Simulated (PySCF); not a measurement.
Simulation results for C2H7GeO, C2H5GeO, C2H6GeN, Cl2GeH2Si and others

Calculation on a computer-drawn molecule: optimised geometry and harmonic frequencies of an isolated molecule of the commonest isotopes, restricted reference for singlets and unrestricted otherwise, frozen core in MP2; on germanium a core potential holds 10 electrons, which the energies leave out, and 3d is frozen in MP2 and coupled-cluster steps. Program: PySCF 2.14.0.

Common to all runs: method HF.

```yaml
- entry: 1
  formula: C2H7GeO
  start_structure:
    atoms_angstrom:
      - [C, -0.7401, -0.5683, 2.7202]
      - [O, 0.0038, -1.6523, 2.5519]
      - [C, 1.2741, -1.4956, 1.9423]
      - [Ge, 0.9793, -0.6642, 0.1617]
      - [H, -1.6417, -0.6885, 3.0788]
      - [H, -0.2, 0.3741, 2.8016]
      - [H, 1.9376, -0.8061, 2.5051]
      - [H, 1.6802, -2.4343, 1.8654]
      - [H, 2.1647, -0.8997, -0.7422]
      - [H, -0.2341, -1.3284, -0.5432]
      - [H, 0.8454, 0.8145, 0.1935]
  given:
    charge: 0
    multiplicity: 2
    basis: cc-pVDZ
    basis_and_core_potential_on_germanium: "cc-pVDZ-PP ECP10MDF"
    drawn_bonds_atom: [1, 2, 3, 1, 1, 3, 3, 4, 4, 4]
    drawn_bonds_other_atom: [2, 3, 4, 5, 6, 7, 8, 9, 10, 11]
    drawn_bonds_order: [1, 1, 1, 1, 1, 1, 1, 1, 1, 1]
  results:
    optimised_atom_element: [C, O, C, Ge, H, H, H, H, H, H, H]
    "optimised_atom_x [angstrom]": [-0.6899, -0.1516, 1.119, 1.04, -1.659, -0.009958, 1.782, 1.539, 2.457, 0.1195, 0.5223]
    "optimised_atom_y [angstrom]": [-0.4246, -1.557, -1.441, -0.7282, -0.5818, 0.3043, -0.8277, -2.446, -0.7533, -1.607, 0.7129]
    "optimised_atom_z [angstrom]": [2.918, 2.416, 1.82, -0.02949, 3.372, 3.353, 2.439, 1.789, -0.6216, -0.8792, -0.04134]
    "modes_frequency [cm^-1]": [65.4, 126.8, 203.7, 297.0, 447.5, 508.6, 533.2, 708.1, 811.9, 904.3, 909.5, 963.7, 964.4, 1046, 1246, 1349, 1394, 1427, 1559, 1594, 2207, 2224, 2238, 3175, 3246, 3263, 3394]
    "modes_reduced_mass [dalton]": [1.84, 1.423, 2.043, 1.576, 1.968, 1.035, 1.874, 2.015, 1.31, 1.396, 1.063, 1.036, 1.034, 3.432, 1.345, 2.73, 1.289, 1.531, 1.087, 1.165, 1.022, 1.023, 1.014, 1.065, 1.05, 1.1, 1.119]
    "rotational_constants [GHz]": [13.06, 2.175, 2.023]
    "total_energy [hartree]": -447.9744
    spin_squared: 0.76
    "convergence_status_largest_gradient_component [hartree/bohr]": 6.121e-06
- entry: 2
  formula: C2H5GeO
  start_structure:
    atoms_angstrom:
      - [C, -2.4242, 0.1248, -2.6731]
      - [C, -1.9951, -0.1818, -1.4772]
      - [O, -1.0051, 0.4265, -0.7594]
      - [Ge, -2.6682, -1.7452, -0.4184]
      - [H, -3.177, -0.4258, -3.1558]
      - [H, -1.9494, 0.9669, -3.21]
      - [H, -0.7563, 1.2464, -1.224]
      - [H, -3.0832, -2.7831, -1.4186]
      - [H, -1.4448, -2.3302, 0.1827]
  given:
    charge: 0
    multiplicity: 2
    basis: cc-pVDZ
    basis_and_core_potential_on_germanium: "cc-pVDZ-PP ECP10MDF"
    drawn_bonds_atom: [1, 2, 2, 1, 1, 3, 4, 4]
    drawn_bonds_other_atom: [2, 3, 4, 5, 6, 7, 8, 9]
    drawn_bonds_order: [1, 1, 2, 1, 1, 1, 1, 1]
  results:
    optimised_atom_element: [C, C, O, Ge, H, H, H, H, H]
    "optimised_atom_x [angstrom]": [-2.383, -1.916, -1.007, -2.565, -3.115, -2.039, -0.7854, -3.259, -1.434]
    "optimised_atom_y [angstrom]": [0.1278, -0.221, 0.5085, -1.77, -0.484, 1.023, 1.297, -2.743, -2.44]
    "optimised_atom_z [angstrom]": [-2.675, -1.469, -0.7755, -0.4788, -3.182, -3.187, -1.253, -1.437, 0.3041]
    "modes_frequency [cm^-1]": [166.2, 245.9, 349.3, 366.6, 447.7, 625.4, 652.9, 681.7, 758.2, 900.8, 915.8, 1043, 1217, 1434, 1503, 1657, 2207, 2223, 3278, 3397, 4104]
    "modes_reduced_mass [dalton]": [1.1, 3.539, 3.999, 1.429, 1.589, 2.011, 1.31, 1.202, 1.242, 1.305, 1.056, 2.044, 2.037, 1.691, 1.59, 2.347, 1.017, 1.025, 1.063, 1.111, 1.066]
    "rotational_constants [GHz]": [9.956, 2.923, 2.278]
    "total_energy [hartree]": -446.8302
    spin_squared: 0.8486
    "convergence_status_largest_gradient_component [hartree/bohr]": 1.758e-05
- entry: 3
  formula: C2H6GeN
  start_structure:
    atoms_angstrom:
      - [C, 1.5695, -0.3965, 1.3683]
      - [C, 0.7439, 0.7929, 0.9738]
      - ["N", 0.9023, 1.3877, -0.1212]
      - [Ge, 0.332, 2.8113, -1.1412]
      - [H, 0.8499, -1.289, 1.5492]
      - [H, 2.2297, -0.6665, 0.5707]
      - [H, 2.0749, -0.1646, 2.3108]
      - [H, -0.0158, 1.1256, 1.7312]
      - [H, 1.7399, 3.3453, -1.4079]
      - [H, 0.1373, 1.9237, -2.4256]
  given:
    charge: 0
    multiplicity: 2
    basis: cc-pVDZ
    basis_and_core_potential_on_germanium: "cc-pVDZ-PP ECP10MDF"
    drawn_bonds_atom: [1, 2, 3, 1, 1, 1, 2, 4, 4]
    drawn_bonds_other_atom: [2, 3, 4, 5, 6, 7, 8, 9, 10]
    drawn_bonds_order: [1, 1, 2, 1, 1, 1, 1, 1, 1]
  results:
    optimised_atom_element: [C, C, "N", Ge, H, H, H, H, H, H]
    "optimised_atom_x [angstrom]": [1.529, 0.8735, 1.198, 0.4292, 0.7792, 2.291, 1.983, 0.08884, 1.551, -0.1586]
    "optimised_atom_y [angstrom]": [-0.4602, 0.7391, 1.173, 2.649, -1.229, -0.8637, -0.1821, 1.2, 3.669, 2.174]
    "optimised_atom_z [angstrom]": [1.464, 0.8393, -0.2908, -1.118, 1.674, 0.8007, 2.42, 1.456, -1.379, -2.458]
    "modes_frequency [cm^-1]": [125.1, 195.4, 198.8, 201.6, 384.3, 675.6, 695.3, 756.9, 920.0, 923.3, 1006, 1205, 1217, 1490, 1516, 1564, 1575, 1889, 2171, 2182, 3139, 3176, 3238, 3299]
    "modes_reduced_mass [dalton]": [1.208, 3.989, 2.306, 1.345, 4.111, 1.111, 2.173, 1.371, 1.025, 1.165, 2.226, 1.681, 2.045, 1.2, 1.31, 1.049, 1.046, 8.316, 1.017, 1.025, 1.084, 1.042, 1.101, 1.103]
    "rotational_constants [GHz]": [36.97, 1.729, 1.705]
    "total_energy [hartree]": -427.0156
    spin_squared: 0.7626
    "convergence_status_largest_gradient_component [hartree/bohr]": 3.381e-05
- entry: 4
  formula: Cl2GeH2Si
  start_structure:
    atoms_angstrom:
      - [Cl, -2.0745, -1.4074, 2.5048]
      - [Si, -1.1072, -0.8312, 0.5379]
      - [Ge, -1.6296, 0.9774, 2.066]
      - [Cl, 0.2613, 1.191, 3.2242]
      - [H, -1.9772, -1.4031, -0.4174]
      - [H, 0.0949, -1.7879, 0.6514]
  given:
    charge: 0
    multiplicity: 1
    basis: "cc-pV(D+d)Z"
    basis_and_core_potential_on_germanium: "cc-pVDZ-PP ECP10MDF"
    drawn_bonds_atom: [1, 2, 3, 2, 2]
    drawn_bonds_other_atom: [2, 3, 4, 5, 6]
    drawn_bonds_order: [1, 1, 1, 1, 1]
  results:
    optimised_atom_element: [Cl, Si, Ge, Cl, H, H]
    "optimised_atom_x [angstrom]": [-2.791, -1.267, -1.302, 0.4268, -1.51, 0.01087]
    "optimised_atom_y [angstrom]": [-2.424, -1.061, 0.7897, 1.792, -0.5567, -1.801]
    "optimised_atom_z [angstrom]": [1.623, 1.181, 2.853, 1.871, -0.1855, 1.224]
    "modes_frequency [cm^-1]": [41.12, 74.24, 146.2, 345.6, 381.6, 382.1, 538.1, 735.5, 864.9, 1003, 2322, 2334]
    "modes_reduced_mass [dalton]": [6.61, 22.26, 25.06, 10.2, 41.02, 1.184, 17.0, 1.047, 1.118, 1.054, 1.029, 1.054]
    "rotational_constants [GHz]": [5.018, 0.8935, 0.7652]
    "total_energy [hartree]": -1502.5702
    "convergence_status_largest_gradient_component [hartree/bohr]": 1.005e-05
- entry: 5
  formula: ClGeH3N
  start_structure:
    atoms_angstrom:
      - ["N", 0.7798, -0.5251, -0.0782]
      - [Ge, 0.0305, -2.0043, -1.1678]
      - [Cl, -1.4741, -0.554, -2.306]
      - [H, 0.839, 0.2674, -0.642]
      - [H, 1.7018, -0.7806, 0.1112]
      - [H, 1.3328, -1.949, -2.652]
  given:
    charge: -1
    multiplicity: 1
    basis: "aug-cc-pV(D+d)Z"
    basis_and_core_potential_on_germanium: "aug-cc-pVDZ-PP ECP10MDF"
    drawn_bonds_atom: [1, 2, 1, 1, 2]
    drawn_bonds_other_atom: [2, 3, 4, 5, 6]
    drawn_bonds_order: [1, 1, 1, 1, 1]
  results:
    optimised_atom_element: ["N", Ge, Cl, H, H, H]
    "optimised_atom_x [angstrom]": [1.244, 0.2953, -1.612, 1.376, 0.7969, 1.109]
    "optimised_atom_y [angstrom]": [-0.7118, -2.047, -0.6491, 0.1551, -0.4945, -1.798]
    "optimised_atom_z [angstrom]": [-0.33, -1.315, -2.142, -0.8196, 0.5423, -2.67]
    "modes_frequency [cm^-1]": [160.6, 206.7, 307.1, 572.4, 657.2, 683.0, 733.3, 972.9, 1682, 1866, 3709, 3797]
    "modes_reduced_mass [dalton]": [4.528, 24.96, 1.07, 7.021, 1.199, 1.061, 1.039, 1.14, 1.096, 1.022, 1.05, 1.093]
    "rotational_constants [GHz]": [10.01, 2.872, 2.309]
    "total_energy [hartree]": -809.1715
    "convergence_status_largest_gradient_component [hartree/bohr]": 1.104e-05
- entry: 6
  formula: CH5GeOSi
  start_structure:
    atoms_angstrom:
      - [O, 0.1857, 0.1559, -0.1261]
      - [Si, -0.599, 1.3409, -0.9547]
      - [C, 0.2777, 2.7073, -1.5742]
      - [Ge, -0.5608, 4.4286, -2.0905]
      - [H, -0.0631, -0.7637, -0.0593]
      - [H, -1.9815, 0.9633, -1.003]
      - [H, 1.3736, 2.8173, -1.3303]
      - [H, -1.7439, 3.9257, -2.8579]
      - [H, 0.2786, 4.8909, -3.1997]
  given:
    charge: 0
    multiplicity: 2
    basis: "cc-pV(D+d)Z"
    basis_and_core_potential_on_germanium: "cc-pVDZ-PP ECP10MDF"
    drawn_bonds_atom: [1, 2, 3, 1, 2, 3, 4, 4]
    drawn_bonds_other_atom: [2, 3, 4, 5, 6, 7, 8, 9]
    drawn_bonds_order: [1, 1, 2, 1, 1, 1, 1, 1]
  results:
    optimised_atom_element: [O, Si, C, Ge, H, H, H, H, H]
    "optimised_atom_x [angstrom]": [0.2415, -0.4505, 0.3493, -0.5238, -0.266, -1.875, 1.408, -1.963, 0.2466]
    "optimised_atom_y [angstrom]": [0.07561, 1.331, 2.758, 4.284, -0.6979, 1.08, 2.865, 3.925, 4.846]
    "optimised_atom_z [angstrom]": [-0.202, -0.9801, -1.409, -2.18, -0.007899, -1.232, -1.189, -2.605, -3.39]
    "modes_frequency [cm^-1]": [128.1, 130.9, 193.8, 235.3, 265.4, 472.3, 569.1, 671.8, 713.4, 773.4, 831.8, 880.7, 920.9, 976.0, 1035, 1205, 2147, 2159, 2390, 3320, 4178]
    "modes_reduced_mass [dalton]": [3.915, 5.833, 1.297, 1.092, 8.881, 1.453, 1.495, 1.203, 1.536, 1.123, 1.212, 4.261, 1.04, 1.296, 1.586, 2.935, 1.016, 1.025, 1.042, 1.087, 1.067]
    "rotational_constants [GHz]": [26.01, 1.155, 1.112]
    "total_energy [hartree]": -697.9160
    spin_squared: 0.7931
    "convergence_status_largest_gradient_component [hartree/bohr]": 2.15e-05
- entry: 7
  formula: GeH5N2Si
  start_structure:
    atoms_angstrom:
      - ["N", -0.325, 2.0174, -0.4215]
      - [Si, 0.6094, 0.9162, 0.533]
      - ["N", 1.9702, 0.321, -0.072]
      - [Ge, 3.48, -0.6798, 0.155]
      - [H, -1.3294, 2.1856, -0.1991]
      - [H, -0.1487, 2.1794, -1.3481]
      - [H, -0.0788, 0.7983, 1.8079]
      - [H, 2.9082, -2.1152, -0.3145]
      - [H, 4.2004, -0.349, -1.1604]
  given:
    charge: 0
    multiplicity: 2
    basis: "cc-pV(D+d)Z"
    basis_and_core_potential_on_germanium: "cc-pVDZ-PP ECP10MDF"
    drawn_bonds_atom: [1, 2, 3, 1, 1, 2, 4, 4]
    drawn_bonds_other_atom: [2, 3, 4, 5, 6, 7, 8, 9]
    drawn_bonds_order: [1, 1, 2, 1, 1, 1, 1, 1]
  results:
    optimised_atom_element: ["N", Si, "N", Ge, H, H, H, H, H]
    "optimised_atom_x [angstrom]": [-0.4854, 0.6282, 1.806, 3.231, -1.236, -0.4615, 0.264, 3.031, 4.509]
    "optimised_atom_y [angstrom]": [1.893, 0.9884, 0.1932, -0.8768, 2.397, 1.981, 1.107, -2.215, -0.1932]
    "optimised_atom_z [angstrom]": [-0.4422, 0.4171, -0.2239, 0.04269, -0.01379, -1.44, 1.839, -0.7054, -0.4933]
    "modes_frequency [cm^-1]": [76.84, 82.05, 108.6, 267.1, 367.4, 476.3, 535.7, 676.4, 705.5, 761.4, 806.4, 927.8, 951.1, 1021, 1403, 1672, 2127, 2133, 2359, 3794, 3901]
    "modes_reduced_mass [dalton]": [5.611, 1.299, 3.887, 4.31, 1.126, 1.337, 5.864, 1.182, 1.112, 1.08, 1.283, 1.026, 3.766, 1.334, 13.03, 1.137, 1.016, 1.026, 1.043, 1.05, 1.099]
    "rotational_constants [GHz]": [28.45, 1.18, 1.149]
    "total_energy [hartree]": -694.1138
    spin_squared: 0.756
    "convergence_status_largest_gradient_component [hartree/bohr]": 3.752e-05
- entry: 8
  formula: CH5GeNSi
  start_structure:
    atoms_angstrom:
      - ["N", -2.0035, 1.9507, 1.4498]
      - [C, -1.5478, 1.3369, 0.2238]
      - [Si, -1.4884, -0.4054, -0.155]
      - [Ge, -1.7845, -2.0464, 1.5878]
      - [H, -1.537, 2.8942, 1.6614]
      - [H, -1.9772, 1.316, 2.1943]
      - [H, -1.3583, 2.1499, -0.5391]
      - [H, -1.1921, -0.5776, -1.4772]
      - [H, -1.8407, -0.8209, 2.6461]
  given:
    charge: 0
    multiplicity: 1
    basis: "cc-pV(D+d)Z"
    basis_and_core_potential_on_germanium: "cc-pVDZ-PP ECP10MDF"
    drawn_bonds_atom: [1, 2, 3, 1, 1, 2, 3, 4]
    drawn_bonds_other_atom: [2, 3, 4, 5, 6, 7, 8, 9]
    drawn_bonds_order: [1, 2, 1, 1, 1, 1, 1, 1]
  results:
    "total_energy [hartree]": null
    "rotational_constants [GHz]": null
```

To be estimated
1. Give the missing total energy for CH5GeNSi (entry 8).
2. What rotational constants does the calculation give for CH5GeNSi (entry 8)?

Calculated values
1. -677.4660 hartree
2. 7.984, 1.561, 1.306 GHz

Further results for CH5GeNSi (entry 8):

- convergence status largest gradient component: 2.079e-05 hartree/bohr

Optimised structure:
```xyz
9
CH5GeNSi
N     -1.7442     1.9466     1.4568
C     -1.5372     1.3531     0.2939
Si    -1.4702    -0.4185    -0.0942
Ge    -1.7656    -2.0484     1.5405
H     -1.7587     2.9398     1.5463
H     -1.8929     1.4014     2.2824
H     -1.3902     2.0595    -0.5211
H     -1.2119    -0.5395    -1.5441
H     -1.9587    -0.8966     2.6314
```

Modes:
```csv
frequency (cm⁻¹),reduced mass (dalton)
59.62,2.079
124.9,5.529
276.3,1.226
360.6,6.106
395.1,3.672
412.9,1.084
491,1.058
648.1,1.272
660.9,1.479
696.3,3.296
813.5,1.07
1053,1.16
1175,1.129
1403,2.572
1547,1.652
1787,1.242
1921,1.024
2322,1.042
3301,1.088
3784,1.046
3929,1.105
```
